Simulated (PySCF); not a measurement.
**Correlation energy of Ge (germanium, neutral)**

[Ar] 3d10 4s1 4p3, high-spin 5S determinant (an excited configuration). Calculation: PySCF 2.14, in x2c-QZVPPall (11s8p5d4f1g, 97 functions); the spin-free X2C one-electron Hamiltonian (Gaussian nucleus). Frozen: [Ne]; 22 electrons correlated.

MP2 pair energies summed by pair of shells (mhartree):

```
 pair   energy  share (%)
3d-3d  -392.44       50.0
3p-3d  -183.02       23.3
3s-3d   -52.22        6.6
3p-3p   -49.93        6.4
3d-4p   -38.48        4.9
3s-3p   -21.22        2.7
3d-4s   -15.55        2.0
4p-4p   -15.08        1.9
3p-4p    -4.99        0.6
4s-4p    -4.08        0.5
3s-3s    -3.81        0.5
3p-4s    -3.06        0.4
3s-4p    -0.91        0.1
3s-4s    -0.46        0.1
```

Total MP2 correlation energy: -785.25 mhartree.

Same-spin part -286.09 and opposite-spin part -499.16 mhartree; SCS-MP2 scales them by 1/3 and 6/5 to -694.35 mhartree.

This basis was not built for core-valence correlation, so the inner-shell part is incomplete.
